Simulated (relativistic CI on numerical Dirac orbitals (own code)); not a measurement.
**Energy levels of Ru³⁸⁺**

Computed by Dirac-Coulomb-Breit CI, separate exchange-only KLI orbitals for each configuration, QED by a radiative potential, unscaled Slater integrals (own radial code, finite nucleus).

CI space (outside the closed core 1s2): 2s²2p², 2s2p³, 2p⁴, 2p³3s, 2p³3p, 2p³3d, 2s²2p3s, 2s²2p3p, 2s²2p3d, 2s2p²3s, 2s2p²3p, 2s2p²3d, 2s²2p4s, 2s²2p4p, 2s²2p4d, 2s²2p4f. Levels of other configurations are missing.

The lowest level is 2s²2p² ³P0, with 74 % of that term; Hund's rules for 2s²2p² give ³P with J = 0, in agreement.

```csv
No.,Configuration,Term,J,E (eV),%,Lifetime (s)
1,2s²2p²,³P,0,0.00,74,
2,2s²2p²,³P,1,128.85,100,6.78e-08
3,2s²2p²,¹D,2,142.03,58,6.40e-05
4,2s2p³(4S°),⁵S°,2,264.72,49,1.53e-10
5,2s²2p²,³P,2,280.09,58,3.59e-08
6,2s²2p²,¹S,0,310.98,72,2.29e-08
7,2s2p³(2D°),³D°,1,315.87,44,4.80e-12
8,2s2p³(2D°),³D°,2,388.89,53,1.95e-11
9,2s2p³(2D°),³D°,3,415.76,100,2.22e-11
10,2s2p³(2P°),³P°,0,443.60,100,5.43e-12
11,2s2p³(2D°),³D°,1,453.93,36,3.25e-12
12,2s2p³(2D°),¹D°,2,463.99,65,3.07e-12
13,2s2p³(2P°),³P°,1,469.73,37,2.73e-12
14,2s2p³(2P°),³P°,2,577.33,50,4.96e-12
15,2p⁴,³P,2,617.76,73,2.90e-12
16,2s2p³(2P°),¹P°,1,621.71,48,1.89e-12
17,2p⁴,¹S,0,652.09,54,2.26e-12
18,2p⁴,³P,1,753.55,100,1.88e-12
19,2p⁴,¹D,2,768.25,73,2.18e-12
20,2p⁴,³P,0,922.58,55,1.45e-12
21,2s²2p3s,³P°,0,3171.89,99,4.70e-14
22,2s²2p3s,³P°,1,3174.20,68,3.67e-14
23,2s²2p3p,³D,1,3215.25,72,3.08e-12
24,2s²2p3p,³P,0,3237.37,71,6.69e-13
25,2s²2p3p,³P,1,3261.97,41,3.58e-13
26,2s²2p3p,³D,2,3266.02,58,1.81e-12
27,2s2p²(3P)<4P>3s,⁵P,1,3297.67,57,5.74e-14
28,2s²2p3d,³F°,2,3303.35,74,3.30e-14
29,2s2p²(3P)<4P>3s,³P,0,3314.48,76,4.95e-14
30,2s²2p3s,³P°,2,3315.56,77,1.30e-14
31,2s²2p3d,³D°,1,3318.00,51,3.83e-15
32,2s²2p3s,¹P°,1,3322.54,67,3.11e-14
33,2s²2p3d,³F°,3,3325.20,52,6.86e-15
34,2s²2p3d,³P°,2,3325.49,35,8.85e-15
35,2s2p²(3P)<4P>3p,⁵D°,0,3340.39,60,3.56e-13
36,2s2p²(3P)<4P>3p,⁵D°,1,3342.47,32,7.19e-14
37,2s²2p3p,³P,1,3369.09,51,6.60e-13
38,2s²2p3p,³D,2,3371.93,39,1.02e-12
39,2s2p²(3P)<4P>3p,⁵P°,2,3387.89,28,2.93e-13
40,2s2p²(3P)<4P>3p,³D°,1,3392.64,41,1.41e-14
41,2s²2p3p,³D,3,3401.09,91,1.03e-12
42,2s²2p3p,¹P,1,3402.50,47,1.01e-12
43,2s2p²(3P)<4P>3s,⁵P,2,3403.82,84,5.79e-14
44,2s²2p3p,³P,2,3418.32,50,2.52e-13
45,2s2p²(3P)<4P>3s,³P,1,3422.13,72,3.55e-14
46,2s2p²(3P)<4P>3d,⁵F,1,3424.50,52,5.47e-14
47,2s2p²(3P)<4P>3d,⁵F,2,3427.82,32,2.93e-14
48,2s2p²(3P)<4P>3s,⁵P,3,3430.37,48,2.03e-14
49,2s²2p3p,¹S,0,3433.59,69,3.15e-13
50,2s2p²(3P)<4P>3d,⁵D,3,3444.00,24,9.69e-15
51,2s2p²(3P)<4P>3s,³P,2,3446.58,45,3.63e-14
52,2s2p²(3P)<4P>3p,⁵P°,1,3449.12,40,4.11e-14
53,2s²2p3d,¹D°,2,3452.48,32,6.08e-15
54,2s2p²(3P)<4P>3d,³F,2,3456.63,38,7.08e-15
55,2s2p²(3P)<4P>3p,⁵D°,2,3457.59,40,6.86e-14
56,2s²2p3d,³F°,3,3457.67,43,5.46e-15
57,2s²2p3d,³F°,4,3459.39,97,1.22e-10
58,2s²2p3d,³P°,1,3461.29,63,5.19e-15
59,2s²2p3d,³P°,0,3461.99,98,6.22e-15
60,2s²2p3d,³P°,2,3467.87,51,6.32e-15
61,2s2p²(1D)<2D>3s,³D,1,3475.13,72,3.42e-14
62,2s2p²(3P)<4P>3p,³D°,3,3476.52,25,1.20e-14
63,2s²2p3d,¹F°,3,3479.95,49,4.31e-15
64,2s2p²(1D)<2D>3s,³D,2,3479.98,35,6.76e-14
65,2s2p²(3P)<2P>3s,³P,0,3481.75,91,3.23e-14
66,2s2p²(3P)<2P>3s,³P,1,3481.83,56,4.65e-14
67,2s²2p3d,¹P°,1,3483.35,67,4.94e-15
68,2s2p²(3P)<4P>3p,⁵D°,3,3491.80,46,1.12e-13
69,2s2p²(1D)<2D>3p,³P°,2,3493.77,35,4.63e-14
70,2s2p²(3P)<4P>3p,⁵P°,1,3496.98,32,2.28e-14
```

Energies count from the lowest computed level; ° marks odd parity; lifetimes are radiative, by E1, M1, E2, M2 decay to levels of this space only. Percentages are summed over parent terms; the parents shown are those of the largest component, closed shells are left out there, and <> holds an intermediate term.

The mean weight of the leading LS term, summed over parents, in these 70 levels is 58 %, and that of the leading jj configuration (from the same eigenvectors) 92 %, so jj coupling describes them better and the LS labels are nominal.

At this charge energies of transitions that change n are usually good to better than 1 %, and those within a shell (Δn = 0) to a few per cent.

LS names give the leading component of a level, which can be under half, so a name can repeat, a term be missing and a line seem to break the LS rules.
